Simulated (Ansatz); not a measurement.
Species: 2H-oxasiline, C$_{4}$H$_{6}$OSi, net charge 0, singlet state. SMILES: C1=CO[SiH2]C=C1
Structure (B3LYP-D3(BJ)/def2-TZVP (Ansatz, a quantum-chemistry and plane-wave program) minimum search):
```xyz
12

C      1.6995     0.0783     0.0679
C      1.1130    -1.1283     0.0087
O     -0.2165    -1.3336    -0.0488
Si    -1.3795    -0.1179    -0.0567
C     -0.3846     1.4278     0.0284
C      0.9603     1.3256     0.0772
H      2.7789     0.1094     0.1104
H      1.6800    -2.0513     0.0026
H     -2.1915    -0.2664    -1.2883
H     -2.2834    -0.3387     1.0975
H     -0.8290     2.4166     0.0413
H      1.5606     2.2298     0.1277
```

Wanted: atomisation energy (electronic, to ground-state atoms), in eV. Cores are frozen in the correlated levels unless marked. UHF or UKS for open shells. No spin-orbit coupling. No relativistic terms. The coupled-cluster limit lacks core correlation, which all-electron functionals hold. CBS(X,Y): correlation extrapolated as X^-3; Hartree-Fock from the larger set.

The Hartree-Fock reference is unstable (checked in the largest basis), which strains HF and MP2. 

| level | program | atomisation energy (eV) |
|---|---|---|
| BHLYP-D3(BJ)/def2-TZVPD | Ansatz + dftd3 | 51.78 |
| HSE06-D3(BJ)/def2-TZVPD | Ansatz + dftd3 | 53.74 |
| B2PLYP-D4/def2-TZVPD | Ansatz + dftd4 | 52.95 |
| B2PLYP/def2-TZVPD | Ansatz | 52.73 |
| CCSD(T)/CBS(cc-pV(T+d)Z,cc-pV(Q+d)Z) | Ansatz | ? |

### Question
Some entries are withheld; supply them.

### Answer

- CCSD(T)/CBS(cc-pV(T+d)Z,cc-pV(Q+d)Z), atomisation energy (eV): 53.30
